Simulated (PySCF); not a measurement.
Relaxation of septet TbBr₃

Computed with UPBE0/[Tb x2c-TZVPall, Br x2c-TZVPall], spin-free X2C, density fitting, no spin–orbit coupling, PySCF. A (50,194) grid was used.

A hand-made trigonal planar start, of D3h symmetry, held to at least that symmetry:

Coordinates in bohr (charge 0 multiplicity 7):
```
Tb    0.0000    0.0000    0.0000
Br    5.3290    0.0000    0.0000
Br   -2.6645    4.6151    0.0000
Br   -2.6645   -4.6151    0.0000
```

Q: What does it relax to?

A: It ends at D3h with Tb–Br 2.602 Å (×3); Br–Tb–Br 120.0° (×3) (after a last refinement on a finer grid). A frequency run shows a minimum. Other isomers or separated fragments may lie lower.

Q: How much energy is released, and in how many steps?

A: 63.9 kJ/mol in 4 steps.

Other spin states or occupations of the open shell can lie lower. With an element this heavy the missing spin–orbit coupling can shift these numbers.

The relaxation took 2.9 min on 8 threads of a shared Intel Xeon 6975P-C (Granite Rapids) host, with 248 basis functions and 5 gradients; the process peaked at 3.9 GiB. Launch command: `OMP_NUM_THREADS=8 python axn.py task.json out`.
